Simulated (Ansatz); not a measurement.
Consider the formal loss of a carbene: `CO[SiH2]N[SiH3]` → `[CH2]` (triplet) + `O[SiH2]N[SiH3]`.

Calculated with Ansatz (gas phase, PBE0-D4/def2-TZVP geometries, no zero-point term in ΔE). CBS: MP2 limit from def2 TZ/QZ plus the TZ coupled-cluster correction, frozen cores. This one scheme is used for every species. Functionals use def2-TZVPP. Triplets are unrestricted, without spin–orbit coupling. Each species was taken in one conformer, which may not be the lowest.

| level | ΔE (kJ/mol) |
| --- | --- |
| r2SCAN-D4 | 357.1 |
| HF/def2-TZVPP | 242.3 |
| MP2/def2-QZVPP | 380.2 |
| CCSD/CBS(def2) | 366.0 |

Problem. What does CCSD(T)/CBS give? (Estimate.)

Solution. Computed: +376.2 kJ/mol. The listed levels differ from it by -19.1, -133.9, 4.0, -10.2 kJ/mol.

Largest T1 diagnostic among the species: 0.011.

The D4 term adds +9.9 kJ/mol with B3LYP and +5.5 kJ/mol with PBE0; it sums over pairs of atoms, weighted by their polarisabilities, and B3LYP, whose exchange is more repulsive, gets the larger term. In def2-TZVPP, CCSD(T) changes the Hartree–Fock value by +124.9 kJ/mol (the triples alone add +10.2 kJ/mol) and MP2 by +132.5 kJ/mol.

CCSD(T)/CBS has its own doubt, a few kJ/mol and more with outer-core shells, so smaller differences from it don't rank the levels.

B3LYP here is the variant with VWN-RPA as its local correlation; programs differ in this.
